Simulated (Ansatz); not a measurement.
Start from `[NH2][Ti]([OH])([OH])[OH]` and change one atom or group to get `[OH][Ti]([OH])([OH])[Br]`.

Ansatz, PBE0-D4/def2-TZVP geometries, multiplicity 1. Each molecule was computed in one conformer, which needn't be the lowest.

Scalar relativity is left out up to krypton.

```csv
property,`[NH2][Ti]([OH])([OH])[OH]`
"ideal-gas entropy at 298 K and 1 bar (rigid rotor, harmonic PBE0-D4/def2-TZVP) / J/(mol·K)",375
LUMO energy (ωB97M-V/def2-TZVPP) / eV,0.95
LUMO energy (B3LYP/def2-TZVPP) / eV,-1.37
HOMO–LUMO gap (PBE/def2-TZVPP) / eV,3.92
zero-point energy (PBE0-D4/def2-TZVP) / kJ/mol,167.1
LUMO energy (PBE/def2-TZVPP) / eV,-2.08
```

**Question.** What does the change do to each property? (Estimate.)

**Answer.** Computed: 
```tsv
property	`[OH][Ti]([OH])([OH])[Br]`	shift
ideal-gas entropy at 298 K and 1 bar (rigid rotor, harmonic PBE0-D4/def2-TZVP) / J/(mol·K)	390	15
LUMO energy (ωB97M-V/def2-TZVPP) / eV	0.15	-0.80
LUMO energy (B3LYP/def2-TZVPP) / eV	-2.32	-0.95
HOMO–LUMO gap (PBE/def2-TZVPP) / eV	3.87	-0.05
zero-point energy (PBE0-D4/def2-TZVP) / kJ/mol	103.3	-63.8
LUMO energy (PBE/def2-TZVPP) / eV	-2.98	-0.90
```

With PBE0 the HOMO falls by 0.74 eV and the LUMO falls by 0.99 eV, so the gap narrows by about 0.25 eV. PBE moves the HOMO by -0.84 eV and ωB97M-V by -0.54 eV. The zero-point energy changes by -63.8 kJ/mol with -6 modes.

B3LYP here is the variant with VWN-RPA as its local correlation; programs differ in this.

Spin–orbit coupling is left out; it splits and shifts lone-pair levels of the heavy atoms by tenths of an eV.
